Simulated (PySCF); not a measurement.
CH4O4, SMILES OC(O)(O)O. The structure is a stationary point at B3LYP-D3(BJ)/def2-SVP. One conformer was computed; it need not be the lowest.

Method: B3LYP-D3(BJ)/def2-SVP run with PySCF.

Harmonic wavenumbers (cm⁻¹): 261, 332, 332, 346, 477, 500, 601, 601, 628, 897, 1052, 1052, 1174, 1226, 1314, 1432, 1432, 3815, 3815, 3817, 3820. Rotational constants (GHz): 5.643, 5.643, 5.249; symmetry number 2.

Work out the zero-point energy and the ideal-gas rigid-rotor harmonic-oscillator thermochemistry at 298.15 K and 1 atm.

ZPE = ½ Σ hcν = ½ × 28926 cm⁻¹ = 41.35 kcal/mol. H − E(el) = 45.42 kcal/mol. Entropy in cal/(mol K): translation 39.05, rotation 23.69, vibration 8.45, total 71.19. G − E(el) = 24.19 kcal/mol. Cp = 21.98 cal/(mol K).
